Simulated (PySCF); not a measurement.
# Ta²⁺ (tantalum, charge +2) across methods

[Xe] 4f14 5d2 6s1, high-spin 4F determinant (an excited configuration). Computed with PySCF 2.14 in aug-cc-pVDZ-PP with ECP60MDF (5s5p4d2f, 54 functions), with scalar relativity through the core potential.

```json
{"method": "PBEsol", "E (hartree)": "-56.3386", "mean ε 5p β (eV)": "-56.241", "mean ε 5d α (eV)": "-21.419", "mean ε 6s α (eV)": "-20.158", "Σ⟨r²⟩ (bohr²)": "32.19", "⟨S²⟩": "3.750"}
{"method": "wB97X", "E (hartree)": "-56.4316", "mean ε 5p β (eV)": "-61.275", "mean ε 5d α (eV)": "-25.016", "mean ε 6s α (eV)": "-22.501", "Σ⟨r²⟩ (bohr²)": "32.05", "⟨S²⟩": "3.751"}
{"method": "PBE", "E (hartree)": "-56.4502", "mean ε 5p β (eV)": "-56.378", "mean ε 5d α (eV)": "-21.509", "mean ε 6s α (eV)": "-20.082", "Σ⟨r²⟩ (bohr²)": "32.16", "⟨S²⟩": "3.750"}
{"method": "PBE0", "E (hartree)": "-56.4242", "mean ε 5p β (eV)": "-58.622", "mean ε 5d α (eV)": "-22.944", "mean ε 6s α (eV)": "-20.803", "Σ⟨r²⟩ (bohr²)": "32.16", "⟨S²⟩": "3.751"}
{"method": "r2SCANh", "E (hartree)": "-56.4458", "mean ε 5p β (eV)": "-58.030", "mean ε 5d α (eV)": "-22.433", "mean ε 6s α (eV)": "-20.489", "Σ⟨r²⟩ (bohr²)": "32.18", "⟨S²⟩": "3.751"}
{"method": "LDA", "E (hartree)": "-56.2691", "mean ε 5p β (eV)": "-56.286", "mean ε 5d α (eV)": "-21.389", "mean ε 6s α (eV)": "-20.380", "Σ⟨r²⟩ (bohr²)": "32.29", "⟨S²⟩": "3.750"}
{"method": "UHF", "E (hartree)": "-55.97663", "mean ε 5p β (eV)": "-64.185", "mean ε 5d α (eV)": "-26.574", "mean ε 6s α (eV)": "-22.476", "Σ⟨r²⟩ (bohr²)": "32.62", "⟨S²⟩": "3.754"}
{"method": "BLYP", "E (hartree)": "-56.4229", "mean ε 5p β (eV)": "-56.327", "mean ε 5d α (eV)": "-21.272", "mean ε 6s α (eV)": "-19.947", "Σ⟨r²⟩ (bohr²)": "32.18", "⟨S²⟩": "3.750"}
```

Estimate the same row for r2SCAN.

E (hartree) = -56.4613; mean ε 5p β (eV) = -57.260; mean ε 5d α (eV) = -21.912; mean ε 6s α (eV) = -20.194; Σ⟨r²⟩ (bohr²) = 32.18; ⟨S²⟩ = 3.751.

Energies and moments cover only the electrons outside the core potential. Spin-orbit coupling, absent here, splits the open shell strongly.
